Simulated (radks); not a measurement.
Problem. Species: Ta3+. Configuration: [Xe] 4f14 5d1.25 6p0.75 (fractional occupations, a model configuration). All-electron calculation, scalar-relativistic Kohn-Sham, r2SCAN, spin-unpolarised, spherical densities, finite nucleus; meta-GGA in the generalised Kohn-Sham scheme; Fermi nuclear charge, rms radius 5.3507 fm. Program: a radial shooting solver on a logarithmic mesh with Libxc functionals. Some entries of the table are withheld. Estimate them.

| orbital | occ. | eigenvalue (Ry) | <r> (bohr) | <1/r> (bohr^-1) |
|---|---|---|---|---|
| 1s | 2 | -4958.924 | 0.01867 | 85.40 |
| 2s | 2 | -855.8320 | 0.07894 | 19.97 |
| 2p | 6 | -750.1407 | (1) | 18.15 |
| 3s | 2 | -198.5801 | 0.2046 | 7.404 |
| 3p | 6 | -166.9919 | 0.2047 | 6.845 |
| 3d | 10 | -130.0640 | 0.1857 | 6.462 |
| 4s | 2 | -42.76307 | 0.4589 | 3.129 |
| 4p | 6 | -32.35636 | 0.4876 | 2.849 |
| 4d | 10 | -18.96399 | 0.5232 | 2.530 |
| 5s | 2 | -7.82559 | 1.095 | 1.215 |
| 5p | 6 | -5.26975 | 1.266 | 1.032 |
| 4f | 14 | -4.18448 | 0.6351 | 2.007 |
| 5d | 1.25 | -2.31374 | 1.786 | 0.7194 |
| 6p | 0.75 | (2) | 3.234 | 0.3886 |

Solution. 
(1) 2p <r> (bohr): 0.07057
(2) 6p eigenvalue (Ry): -1.54930
